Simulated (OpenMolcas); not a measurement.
**Ionisation energies of iodine**

* Program: OpenMolcas
* Basis: ANO-RCC [10s9p8d5f3g]
* Scalar Hamiltonian: DKH2, point nucleus
* Spin-orbit coupling: state interaction with AMFI integrals over the reference wave functions, term energies averaged over their components

Active shells in each charge state: the valence s, p shells, with orbitals averaged over the low states. Where CASPT2's correlated closed shells are named, they are those of the first ion.

A. CASSCF
B. SS-CASPT2, IPEA 0.25 Eh, imaginary shift 0.1 Eh (closed shells correlated: 4d)
C. SS-CASPT2, IPEA 0.25 Eh, imaginary shift 0.1 Eh (closed shells correlated: none)
D. SS-CASPT2, IPEA 0.25 Eh, imaginary shift 0.1 Eh (closed shells correlated: 4s 4p 4d)
E. SS-CASPT2, IPEA 0 Eh, imaginary shift 0.1 Eh (closed shells correlated: 4d)

Energies in eV between the lowest computed levels, named as in B; reference values from the NIST Atomic Spectra Database with their kind.

```tsv
From	To	A	B	C	D	E	Spin-orbit share in B	Reference
I3+ 5s2 5p2 3P0	I4+ 5s2 5p 2P* 1/2	39.437	40.489	40.052	40.506	40.578	+0.226	40.357 (measured)
I4+ 5s2 5p 2P* 1/2	I5+ 5s2 1S0	50.065	51.325	50.739	51.369	51.414	+0.909	51.520 (measured)
I5+ 5s2 1S0	I6+ 5s 2S 1/2	73.155	74.303	73.237	74.411	74.307	+0.000	74.400 (semi-empirical)
I6+ 5s 2S 1/2	I7+ 4d10 1S0	85.904	87.537	85.904	87.691	87.577	+0.000	87.610 (semi-empirical)
```

Steps that some method lacks are left out, and so are those with a state whose active s or d shell is doubly occupied in every root (s and p with five to eight electrons, d10) over a frozen core shell of the same l, since the two then mix freely.

Error against the reference values, in %:

```json
{"From": "I3+", "Reference": "measured", "A": "-2.3", "B": "+0.3", "C": "-0.8", "D": "+0.4", "E": "+0.5"}
{"From": "I4+", "Reference": "measured", "A": "-2.8", "B": "-0.4", "C": "-1.5", "D": "-0.3", "E": "-0.2"}
{"From": "I5+", "Reference": "semi-empirical", "A": "-1.7", "B": "-0.1", "C": "-1.6", "D": "0", "E": "-0.1"}
{"From": "I6+", "Reference": "semi-empirical", "A": "-1.9", "B": "-0.1", "C": "-1.9", "D": "+0.1", "E": "0"}
```

Mean absolute error over the 2 measured values: A 1.19 eV, B 0.16 eV, C 0.54 eV, D 0.15 eV, E 0.16 eV.

* marks odd parity.
